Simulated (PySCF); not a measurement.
A calculated (r2SCAN, PySCF 2.14, x2c-QZVPPall, the spin-free X2C one-electron Hamiltonian (Gaussian nucleus)) atom or ion has these occupied shells.

```
shell  electrons  orbital energy (eV)  rms radius, mean of both spins (bohr)
 1s α          1              -8869.9                                 0.0602
 1s β          1              -8869.9                                 0.0602
 2s β          1              -1071.9                                  0.255
 2s α          1              -1071.8                                  0.255
 2p β          3              -923.26                                  0.228
 2p α          3              -923.21                                  0.228
 3s β          1              -118.35                                  0.765
 3s α          1              -118.25                                  0.765
 3p β          3              -74.268                                  0.816
 3p α          3              -74.186                                  0.816
 4s α          1               -5.291                                   3.14
 3d α          5               -5.051                                   1.24
 3d β          5               -4.905                                   1.24
```

(1) Name the element and its charge.

## Answers

(1) Cu (copper, neutral), in [Ar] 3d10 4s1, 2S determinant.
